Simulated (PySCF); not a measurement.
CAM-B3LYP single point of singlet BOI at its PBE0 minimum.

Input, equivalent to the run apart from its starting density:

```python
from pyscf import gto, scf, dft
mol = gto.M(atom='''
B      0.000000     0.000000    -1.559757
O      0.000000    -0.000000    -2.762623
I     -0.000000     0.000000     0.483511''',
    basis={'B': 'def2-TZVP', 'O': 'def2-TZVP', 'I': 'def2-TZVP'},
    ecp={'I': 'def2-TZVP'},
    charge=0, spin=0)
mf = dft.RKS(mol, xc='CAMB3LYP')
mf.grids.atom_grid = (75, 302)
aux = {'B': 'def2-universal-JKFIT', 'O': 'def2-universal-JKFIT', 'I': 'def2-universal-JKFIT'}
mf = mf.density_fit(auxbasis=aux)
mf.conv_tol = 1e-08
mf.diis_space = 10
mf.max_cycle = 60
mf.verbose = 4
mf.kernel()
```

Excerpt of the output:

```
init E= -397.852207765196
  HOMO = -0.369633117509955  LUMO = 0.00296347470825609  gap/eV = 10.13887
cycle= 1 E= -397.853560724033  delta_E= -0.00135  |g|= 0.0305  |ddm|= 0.237
  HOMO = -0.37057916404431  LUMO = 0.000563889369622927  gap/eV = 10.09932
cycle= 2 E= -397.853288288991  delta_E= 0.000272  |g|= 0.0509  |ddm|= 0.04
  HOMO = -0.371057134421778  LUMO = 0.00114795028282089  gap/eV = 10.12822
cycle= 3 E= -397.853728697773  delta_E= -0.00044  |g|= 0.00257  |ddm|= 0.0209
  HOMO = -0.371492348241186  LUMO = 0.000897081013437884  gap/eV = 10.13323
cycle= 4 E= -397.85373023833  delta_E= -1.54e-06  |g|= 0.00164  |ddm|= 0.00424
  HOMO = -0.371465013241677  LUMO = 0.000867124239405825  gap/eV = 10.13167
cycle= 5 E= -397.853730772775  delta_E= -5.34e-07  |g|= 0.000229  |ddm|= 0.00136
  HOMO = -0.371433458984752  LUMO = 0.000882089237453698  gap/eV = 10.13122
cycle= 6 E= -397.853730800591  delta_E= -2.78e-08  |g|= 7.63e-05  |ddm|= 0.000522
  HOMO = -0.371440182951275  LUMO = 0.000880513096770841  gap/eV = 10.13136
cycle= 7 E= -397.853730802608  delta_E= -2.02e-09  |g|= 2.02e-05  |ddm|= 0.000135
  HOMO = -0.371438424666522  LUMO = 0.000880932442573368  gap/eV = 10.13133
Extra cycle  E= -397.853730802754  delta_E= -1.46e-10  |g|= 1.33e-05  |ddm|= 4.22e-05
converged SCF energy = -397.853730802754
```

This run, together with those of the ionised and electron-attached species (not shown), took 5.8 s on 2 threads of a shared Intel Xeon Platinum 8488C (Sapphire Rapids) host, with 112 basis functions; the process peaked at 0.94 GiB.
